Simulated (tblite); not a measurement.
Start geometry of `C=C([CH]O[SiH3])CC` [radical] from a force field or distance geometry (Å):
```
atom  x, y, z in Å
C1    -1.3694    1.9109   -0.3589
C2    -0.7233    0.8553    0.1209
C3     0.7238    0.7651   -0.0135
O4     1.3639   -0.2824    0.5433
Si5    3.0143   -0.4375    0.4243
C6    -1.4537   -0.2527    0.8618
C7    -1.6394   -1.4956    0.0058
H8    -0.8641    2.7255   -0.8732
H9    -2.4499    2.0021   -0.2518
H10    1.2944    1.5144   -0.5306
H11    3.3960   -0.5212   -1.0174
H12    3.6736    0.7490    1.0165
H13    3.4688   -1.6585    1.1304
H14   -0.9141   -0.5112    1.7865
H15   -2.4416    0.1091    1.1850
H16   -2.2026   -2.2539    0.5814
H17   -2.2014   -1.2661   -0.8987
H18   -0.6838   -1.9461   -0.2833
```

**Question.** What comes out of this run: GFN2-xTB geometry optimisation, gas phase (tblite)?

**Answer.** 
```
atom  x, y, z in Å
C1    -1.4674    1.8919   -0.3830
C2    -0.7077    0.8806    0.1393
C3     0.6690    0.8470   -0.0426
O4     1.4195   -0.1382    0.4646
Si5    3.0085   -0.4834    0.4426
C6    -1.3535   -0.2492    0.9015
C7    -1.5638   -1.4628   -0.0035
H8    -1.0221    2.6894   -0.9497
H9    -2.5315    1.9185   -0.2415
H10    1.1753    1.6263   -0.5966
H11    3.4777   -0.6492   -0.9360
H12    3.7782    0.5925    1.0729
H13    2.9803   -1.7177    1.2085
H14   -0.7116   -0.5328    1.7374
H15   -2.3146    0.0810    1.2981
H16   -2.0424   -2.2693    0.5474
H17   -2.1936   -1.1977   -0.8501
H18   -0.6091   -1.8208   -0.3808
```

The energy falls by 27.5 kJ/mol over 71 L-BFGS steps, the largest force on an atom goes from 2.89 to 0.007 eV/Å, and the atoms move by 0.183 Å rms after alignment. The bond that changes most is C2–C3 (ends: carbon bonded to 3 C; carbon bonded to C, O and H), which shortens by 0.067 Å. Bonds longer at the end by more than 0.005 Å: 3 of 17; shorter: 13. Among the angles that change most is C3–O4–Si5, from 121.0° to 134.3°. Rotational constants go from 3697, 1146, 930.4 to 3762, 1154, 942.3 MHz. The orientation of the end geometry is arbitrary; only internal coordinates are fixed.

The run took 0.38 s on one thread of an Arm Neoverse V2, shared host with 96 logical CPUs at a one-minute load of 22.

Its GFN2-xTB frequencies are all real (lowest 39 cm⁻¹). 3 starts were optimised and ended at 0.00, 0.00 and 0.61 kcal/mol (GFN2-xTB); the lowest of these is shown.

One conformer stands for the species.

These are computed values.
